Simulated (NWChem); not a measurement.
System: C3H5BFN; SMILES F[C@@H]1B(N)C=C1

NWChem input:

```
start job
memory heap 200 mb stack 700 mb global 900 mb
geometry units angstroms
  N      1.945911     0.577929     0.486803
  B      0.598536     0.608021     0.218873
  C     -0.695361     1.148685     0.878826
  C     -1.433088     0.259251     0.195989
  C     -0.374412    -0.261745    -0.740580
  F     -0.242686    -1.651669    -0.765138
  H      2.378973     1.092153     1.235785
  H      2.592901    -0.003972    -0.018952
  H     -1.033295     1.844754     1.629144
  H     -2.466793    -0.040685     0.264644
  H     -0.534037     0.028879    -1.783893
end
basis spherical
  * library def2-svp
end
dft
  xc pbe0
  iterations 150
end
driver
  maxiter 120
end
task dft optimize
task dft freq
```

NWChem printed, in part:

```
             Northwest Computational Chemistry Package (NWChem) 7.3.0
             --------------------------------------------------------

 C1  symmetry detected

                             Geometry "geometry" -> ""
                             -------------------------

 Output coordinates in angstroms (scale by  1.889725989 to convert to a.u.)

  No.       Tag          Charge          X              Y              Z
 ---- ---------------- ---------- -------------- -------------- --------------
    1 N                    7.0000     0.97086846    -1.81894172    -0.06355642
    2 B                    5.0000     0.04740422    -0.82404019     0.14974190
    3 C                    6.0000    -1.45228985    -0.56274420    -0.14123414
    4 C                    6.0000    -1.25215759     0.76212700    -0.06209055
    5 C                    6.0000     0.15819389     0.76042391     0.46734216
    6 F                    9.0000     1.06053887     1.53993803    -0.25927659
    7 H                    1.0000     0.73653563    -2.73539408    -0.40728050
    8 H                    1.0000     1.96047295    -1.68486004     0.06173530
    9 H                    1.0000    -2.36325010    -1.07526410    -0.40422335
   10 H                    1.0000    -1.87123048     1.61163717    -0.30354939
   11 H                    1.0000     0.23704313     1.11839155     1.49888781

 Effective nuclear repulsion energy (a.u.)     206.5560613686

                                Z-matrix (autoz)
                                --------

 Units are Angstrom for bonds and degrees for angles

[...]

      ----------------------
      Optimization converged
      ----------------------

  Step       Energy      Delta E   Gmax     Grms     Xrms     Xmax
  ---- ---------------- -------- -------- -------- -------- --------
@   16    -296.21557341 -2.1D-07  0.00003  0.00001  0.00049  0.00138
                                     ok       ok       ok       ok

                                Z-matrix (autoz)
                                --------

 Units are Angstrom for bonds and degrees for angles

[...]

 Rotational Constants
 --------------------
 A=   0.166440 cm-1  (  0.239465 K)
 B=   0.123172 cm-1  (  0.177214 K)
 C=   0.075303 cm-1  (  0.108342 K)

 Temperature                      =   298.15K
 frequency scaling parameter      =   1.0000

 Zero-Point correction to Energy  =   52.151 kcal/mol  (  0.083108 au)
 Thermal correction to Energy     =   55.834 kcal/mol  (  0.088977 au)
 Thermal correction to Enthalpy   =   56.426 kcal/mol  (  0.089921 au)

 Total Entropy                    =   76.010 cal/mol-K
   - Translational                =   39.218 cal/mol-K (mol. weight =  85.0499)
   - Rotational                   =   26.438 cal/mol-K (symmetry #  =        1)
   - Vibrational                  =   10.355 cal/mol-K

 Cv (constant volume heat capacity) =   21.217 cal/mol-K
   - Translational                  =    2.979 cal/mol-K
   - Rotational                     =    2.979 cal/mol-K
   - Vibrational                    =   15.258 cal/mol-K

[normal modes left out]

 ----------------------------------------------------------------------------
 Normal Eigenvalue ||           Projected Infra Red Intensities
  Mode   [cm**-1]  || [atomic units] [(debye/angs)**2] [(KM/mol)] [arbitrary]
 ------ ---------- || -------------- ----------------- ---------- -----------
    1       -0.000 ||    0.000264           0.006         0.257       0.085
    2       -0.000 ||    0.000341           0.008         0.332       0.110
    3       -0.000 ||    0.000007           0.000         0.007       0.002
    4       -0.000 ||    0.000805           0.019         0.785       0.259
    5        0.000 ||    0.000372           0.009         0.363       0.120
    6        0.000 ||    0.000726           0.017         0.707       0.233
    7      126.264 ||    0.010586           0.244        10.320       3.403
    8      201.115 ||    0.003755           0.087         3.660       1.207
    9      324.179 ||    0.003322           0.077         3.238       1.068
   10      418.994 ||    0.007637           0.176         7.445       2.455
   11      507.003 ||    0.171032           3.946       166.731      54.976
   12      584.100 ||    0.003998           0.092         3.898       1.285
   13      587.550 ||    0.002121           0.049         2.067       0.682
   14      644.600 ||    0.022154           0.511        21.597       7.121
   15      767.355 ||    0.027576           0.636        26.882       8.864
   16      842.322 ||    0.005158           0.119         5.028       1.658
   17      857.599 ||    0.020607           0.475        20.089       6.624
   18      994.480 ||    0.020420           0.471        19.906       6.564
   19     1024.691 ||    0.023771           0.548        23.173       7.641
   20     1032.660 ||    0.022763           0.525        22.191       7.317
   21     1099.215 ||    0.054983           1.268        53.600      17.674
   22     1129.802 ||    0.048447           1.118        47.229      15.573
   23     1164.362 ||    0.000592           0.014         0.577       0.190
   24     1300.939 ||    0.002928           0.068         2.854       0.941
   25     1361.609 ||    0.055280           1.275        53.890      17.769
   26     1471.157 ||    0.101585           2.344        99.030      32.653
   27     1600.966 ||    0.035078           0.809        34.196      11.275
   28     1614.366 ||    0.229547           5.296       223.774      73.785
   29     3078.900 ||    0.027542           0.635        26.850       8.853
   30     3153.279 ||    0.017932           0.414        17.481       5.764
   31     3232.685 ||    0.005981           0.138         5.830       1.922
   32     3635.967 ||    0.053600           1.237        52.252      17.229
   33     3741.490 ||    0.045726           1.055        44.576      14.698
 ----------------------------------------------------------------------------
```

Level: PBE0/def2-SVP.
